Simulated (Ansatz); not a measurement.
A made-up structure of SnH4Te, singlet:

```csv
atom,x (Å),y (Å),z (Å)
Sn1,-0.3425,-0.2581,-0.5446
Te2,0.0044,0.7980,1.9486
H3,0.3443,-0.3165,3.1727
H4,-2.0196,-0.5105,-0.7068
H5,0.2141,0.8348,-1.7294
H6,1.6436,0.8705,1.7114
```

It is relaxed with PBE-D4/def2-SVP and then PBE0-D4/def2-TZVP (Ansatz 0.2.0). Atoms count as bonded within 1.22 times the sum of their covalent radii (H–H: 0.88 Å). The end point is not checked to be a true minimum.

**Question.** Does its bonding change? (Judge from chemistry; the calculation decides.)

**Answer.** By the calculation: No: no bond forms or breaks.

Where it ends: The first stage lowers the energy by 1.45 eV in 9 steps. It ends as SnH₄Te ([SnH2][TeH2]):
| atom | x (Å) | y (Å) | z (Å) |
| --- | --- | --- | --- |
| Sn1 | -0.2357 | -0.7462 | -0.7396 |
| Te2 | 0.0246 | 0.8493 | 1.7801 |
| H3 | 0.2049 | -0.3245 | 2.9440 |
| H4 | -1.9424 | -0.2943 | -0.5197 |
| H5 | 0.1214 | 0.8996 | -1.3318 |
| H6 | 1.6717 | 1.0344 | 1.7189 |

Labels in which every atom is bracketed show which atoms are joined, not bond orders.

For scale, one of the runs: PBE0-D4/def2-TZVP relaxation, 124 basis functions, launched by `ansatz run in.yaml --threads 2 --pin off --events-out ev --progress --plain --max-ram 4352MiB`. Hardware: 2 CPU threads of an Arm Neoverse V2, shared host. Wall time about 22 s.
